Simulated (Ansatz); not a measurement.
`[OH][AlH][SiH2]O` + HI → `[OH][AlH][I]` + silanol  (cleavage of the Al–Si bond)

Calculated with Ansatz (gas phase, PBE0-D4/def2-TZVP geometries, no zero-point term in ΔE). CBS: MP2 limit from def2 TZ/QZ plus the TZ coupled-cluster correction, frozen cores. Functionals use def2-TZVPP. HSE06 is defined as in plane-wave codes. def2 core potentials past Kr. For I outer-core shells are correlated without core-valence functions, which leaves a few kJ/mol of doubt a bond. One conformer a species, not always the lowest.

```json
{"level": "revPBE-D4", "ΔE (kJ/mol)": "-151.7", "difference from CCSD(T)/CBS": "22.7"}
{"level": "BLYP-D4", "ΔE (kJ/mol)": "-157.1", "difference from CCSD(T)/CBS": "17.3"}
{"level": "B97M-V", "ΔE (kJ/mol)": "-162.4", "difference from CCSD(T)/CBS": "12.0"}
{"level": "PBE0-D4", "ΔE (kJ/mol)": "-162.4", "difference from CCSD(T)/CBS": "12.0"}
{"level": "BHLYP-D4", "ΔE (kJ/mol)": "-178.1", "difference from CCSD(T)/CBS": "-3.7"}
{"level": "CAM-B3LYP-D4", "ΔE (kJ/mol)": "-168.4", "difference from CCSD(T)/CBS": "6.0"}
{"level": "B2PLYP", "ΔE (kJ/mol)": "-173.9", "difference from CCSD(T)/CBS": "0.5"}
{"level": "PBE", "ΔE (kJ/mol)": "-152.5", "difference from CCSD(T)/CBS": "21.9"}
{"level": "HSE06", "ΔE (kJ/mol)": "-163.4", "difference from CCSD(T)/CBS": "11.0"}
{"level": "LC-ωPBE", "ΔE (kJ/mol)": "-166.5", "difference from CCSD(T)/CBS": "7.9"}
{"level": "HF/def2-TZVPP", "ΔE (kJ/mol)": "-192.1", "difference from CCSD(T)/CBS": "-17.7"}
{"level": "SCS-MP2/def2-TZVPP", "ΔE (kJ/mol)": "-181.8", "difference from CCSD(T)/CBS": "-7.4"}
{"level": "CCSD/def2-TZVPP", "ΔE (kJ/mol)": "-171.3", "difference from CCSD(T)/CBS": "3.1"}
{"level": "CCSD(T)/def2-TZVPP", "ΔE (kJ/mol)": "-169.6", "difference from CCSD(T)/CBS": "4.8"}
{"level": "MP2/def2-QZVPP", "ΔE (kJ/mol)": "-188.5", "difference from CCSD(T)/CBS": "-14.1"}
{"level": "CCSD/CBS(def2)", "ΔE (kJ/mol)": "-176.1", "difference from CCSD(T)/CBS": "-1.7"}
{"level": "CCSD(T)/CBS", "ΔE (kJ/mol)": "-174.4", "difference from CCSD(T)/CBS": "0"}
```

**Question.** What do rigid-rotor, harmonic-oscillator terms from PBE0-D4/def2-TZVP frequencies (298.15 K, 1 bar) make of the CCSD(T)/CBS value? (An estimate is asked.)

**Answer.** Computed: ΔZPE = +8.0 kJ/mol, ΔH = -169.7 kJ/mol, ΔS = 3 J/(mol·K), ΔG = -170.7 kJ/mol.

Largest T1 diagnostic among the species: 0.013.

From r2SCAN to r2SCAN0 (25 % exact exchange), in def2-TZVPP and without D4, ΔE moves by −5.8 kJ/mol. Leaving LDA and LC-ωPBE aside and taking each functional with its dispersion term where it has one, the values spread over 26.5 kJ/mol, from BHLYP-D4 to revPBE-D4.
